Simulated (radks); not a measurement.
Results of a calculation; reference values are marked as such.
Fractional charge and spin in the 3d shell of gallium: the spin-up occupation runs from 4 to 5 and the spin-down occupation from 4 to 5; the fullest corner is Ga+, [Ar] 4s2 3d(up 5, down 5). Code: a radial shooting solver on a logarithmic mesh with Libxc functionals. Model: non-relativistic Kohn-Sham, PBE, spin-polarised, spherical densities, point nucleus. Energy (eV) above the fullest corner. The planes named below are the two flat planes that join the four corners, with an edge along up + down = one added electron.

\begin{tabular}{lrrr}
down \ up & 4 & 4.5 & 5 \\ \hline
4 & 97.530 & 64.749 & 37.591 \\
4.5 & 64.749 & 37.906 & 16.342 \\
5 & 37.591 & 16.342 & 0.000 \\
\end{tabular}

Corners above the fullest one (they belong to Ga2+ and the next ion): (up 5, down 4) 37.591 eV, (up 4, down 5) 37.591 eV, (up 4, down 4) 97.530 eV. With half an added electron in each spin the energy lies 0.314 eV from the planes, and with half an added electron in spin up alone -2.812 eV. The planes are only a guide here: the flat-plane condition holds for ground states with one frontier orbital, while this shell lies below other occupied shells, so the corners above the fullest one are inner-hole states and not the ground states of those ions.
